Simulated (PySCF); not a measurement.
Rh⁺ (rhodium, charge +1) across methods

[Kr] 4d8, high-spin 3F determinant. Calculation: PySCF 2.14, in aug-cc-pwCVDZ-PP with ECP28MDF (6s6p5d3f, 70 functions); scalar relativity through the core potential.

```
 method  E (hartree)  mean ε 4p β (eV)  mean ε 4d α (eV)  mean ε 4d β (eV)  Σ⟨r²⟩ (bohr²)   ⟨S²⟩
wB97M-V    -109.7764           -63.560           -18.212           -17.053          33.72  2.002
    PBE    -109.8511           -57.566           -14.120           -13.015          34.01  2.001
  B3LYP    -109.8859           -60.290           -15.506           -14.389          33.85  2.002
    UHF   -109.15653           -69.430           -20.067           -18.361          33.01  2.004
   PBE0    -109.8416           -60.777           -15.787           -14.556          33.60  2.001
 r2SCAN    -109.8760           -58.672           -14.292           -13.081          33.58  2.002
   PW91    -109.9042           -57.652           -14.190           -13.098          34.00  2.001
   BLYP    -109.8116           -57.552           -14.015           -13.003          34.19  2.001
    LDA    -109.6064           -57.730           -14.352           -13.168          34.21  2.001
```

Energies and moments cover only the electrons outside the core potential.
